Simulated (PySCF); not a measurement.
C2H2N3Si (doublet state).
Numbering: `[N:1]#[C:2][Si:3]([NH2:4])[C:5]#[N:6]` (hydrogens: H7, H8 on N4)

Theory: PySCF, PBE0-D3(BJ)/def2-SVP geometry optimisation, gas phase.

Task: Give the optimised bond lengths and angles.

Result: 
```
          bond  length (Å)   order
  N1≡C2, C5≡N6       1.161  triple
C2–Si3, Si3–C5       1.845  single
        Si3–N4       1.714  single
  N4–H7, N4–H8       1.015  single
```

Bonds in one row agree within 0.01 Å and their mean is given. Orders are formal, as drawn. A selection of angles:
```
    angle  degrees
N1–C2–Si3    173.7
C2–Si3–N4    108.9
C2–Si3–C5    108.6
Si3–N4–H7    120.5
 H7–N4–H8    112.1
```

N4 (nitrogen bonded to Si and 2 H) has angles 120.6°, 120.5° and 112.1°, sum 353.2°, 0.18 Å off the plane of its three neighbours. Si3 (silicon bonded to 2 C and N) is pyramidal (angles 108.9°, 108.9° and 108.6°, sum 326.4°, 0.62 Å off the plane of its three neighbours).

Point group: Cs (tolerance 0.08 Å). Whether it is a minimum is left open (no frequencies). ⟨S²⟩ = 0.755 (exact for a doublet: 0.75). Torsions: C2–Si3–N4–H -46° and 165°.

On Arm Neoverse N1, one thread, no GPU (shared host), this took 72 s. This is the geometry optimisation.

One conformer stands for the species.
